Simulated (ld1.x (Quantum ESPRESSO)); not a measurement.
lead (Pb): excitation energies, all-electron against TM semilocal

Pb (Z = 82), norm-conserving Troullier–Martins (semilocal form), made with ld1.x (Quantum ESPRESSO) 7.5 (PBE, scalar-relativistic). Core [Xe] 4f14, reference 5d10 6s2 6p0 (charge +2). Waves: 6s (bound): rc 1.70 bohr; 5d (bound): rc 1.45 bohr; 6p (bound, empty): rc 2.25 bohr. Local part: the p channel. Core correction: none.

Energies are relative to the spin-unpolarised reference configuration 5d10 6s2 6p0; without spin polarisation the order of configurations can differ from experiment. The frozen-core shift is the all-electron ΔE with the core orbitals held at their reference shape minus the fully relaxed ΔE.

(1) Give the all-electron excitation energy and the error of the potential for: 5d10 6s2 6p2; 5d10 6s2 6p1; 5d10 6s1 6p0; 5d10 6s2 6p1.5; 5d10 6s1 6p2; 5d10 6s1 6p3; 5d9 6s2 6p3.

Levels in the configuration 5d10 6s1 6p3:

```csv
level,all-electron (eV),pseudo (eV)
5d,-22.873,-23.013
6s,-13.144,-13.162
6p,-4.218,-4.224
```

Answers

(1)

| valence configuration | charge | ΔE all-electron (eV) | error AE − PS (meV) | frozen-core shift (meV) |
| --- | --- | --- | --- | --- |
| 5d10 6s2 6p2 | 0 | -20.020 | +23 | -8.0 |
| 5d10 6s2 6p1 | +1 | -13.445 | +11 | -5.6 |
| 5d10 6s1 6p0 | +3 | 32.410 | +4.7 | +14 |
| 5d10 6s2 6p1.5 | +0.5 | -17.528 | +17 | -7.2 |
| 5d10 6s1 6p2 | +1 | -3.917 | +1.6 | -4.1 |
| 5d10 6s1 6p3 | 0 | -11.284 | +9.5 | -6.7 |
| 5d9 6s2 6p3 | 0 | -0.695 | -185 | +48 |

A variational frozen-core shift is positive and of second order in the change. This column holds negative values, so the frozen-core run of ld1.x carries numerical noise or an error of first order here, and the column gives no more than the rough size of the effect.
